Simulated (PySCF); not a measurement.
Calculation: PBE-D3(BJ)/def2-TZVP // PBE0-D3(BJ)/def2-TZVP in PySCF. Isolated molecules, 0 K electronic values unless said otherwise. One relaxed conformer stands for a flexible species; it need not be the lowest. Excitations are Tamm–Dancoff values on a coarser integration grid. The basis has no diffuse functions, so Rydberg states are missing or too high.

Reference species (SMILES): `C=[SiH]C(C)=O` (C–Si–C–O torsion 0°) (neutral, multiplicity 1).

| Item | Result |
|---|---|
| HOMO | -5.69 eV |
| S1–T1 gap (TDA) | 0.76 eV |
| S1 oscillator strength | 0.001 |
| S1 excitation (TDA) | 2.87 eV |

Changed species: `[C-]#[N+][SiH]=C` (X = isocyano; the reference has X = acetyl).

Q: Give the shifts of the HOMO, S1–T1 gap (TDA), S1 oscillator strength and S1 excitation (TDA).

A: the HOMO decreases by 0.45 eV, to -6.14 eV; the S1–T1 gap (TDA) rises by 1.25 eV, to 2.01 eV; the S1 oscillator strength is nearly the same; the S1 excitation (TDA) goes up by 1.77 eV, to 4.64 eV.
